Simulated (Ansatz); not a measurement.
Which is lower?

Two relaxed structures of GeSiH4F (charge +1), closed shell (PBE0-D4/def2-TZVP; forces vanish, vibrations not checked).

A:

```
atom    x (Å)    y (Å)    z (Å)
  F1  -1.4769  -1.5349   1.2956
 Si2   0.4328   1.0712  -0.0607
 Ge3  -0.4384  -1.2007   0.0017
  H4  -0.3299  -2.4971  -0.8170
  H5  -0.0598   1.5251  -1.3785
  H6  -0.1924   1.6787   1.1283
  H7   1.8874   0.8161   0.0078
```

B:

F1  (-1.417, -1.568, 1.194)
Si2  (-0.455, -1.187, 0.032)
Ge3  (0.436, 1.061, -0.070)
H4  (-0.260, -2.364, -0.847)
H5  (-0.064, 1.520, -1.438)
H6  (-0.178, 1.747, 1.142)
H7  (1.938, 0.791, -0.013)
(Å)

Program: Ansatz 0.2.0. Basis: def2-TZVPP. Cores are frozen in the correlated methods. Filled d shells of the heavier atoms are correlated. The def2 sets are not built for correlating such inner shells, so the correlated values are less sure here. B3LYP uses VWN-RPA correlation.

(1) Which structure is lower at CCSD(T), and by how much? (An estimate is asked for; the value comes from the calculation.)

No T1 diagnostic of these runs exceeds 0.015.

Results:

(1) By the calculation: B, by 49.5 kJ/mol (electronic energy, against the other). By their contacts, A is GeSiH₄F ([F][GeH][SiH3]), total charge +1 and B is GeSiH₄F ([F][SiH][GeH3]), total charge +1.

All methods give the same order:

```tsv
method	E(B) − E(A) (kJ/mol)
PBE-D4	-36.9
r2SCAN-D4	-44.4
PBE0-D4	-42.1
B3LYP-D4	-40.7
wB97M-V	-45.1
HF	-42.1
MP2	-50.9
CCSD	-50.4
CCSD(T)	-49.5
```

Labels in which every atom is bracketed show which atoms are joined, not bond orders.

For scale, one of the runs: CCSD(T)/def2-TZVPP, 177 basis functions, launched by `ansatz run in.yaml --threads 2 --pin off --events-out ev --progress --plain --max-ram 4352MiB`. Time: 88 s of wall clock on 2 CPU threads of an Arm Neoverse N1; the host was shared. Peak host memory: 1.6 GiB.
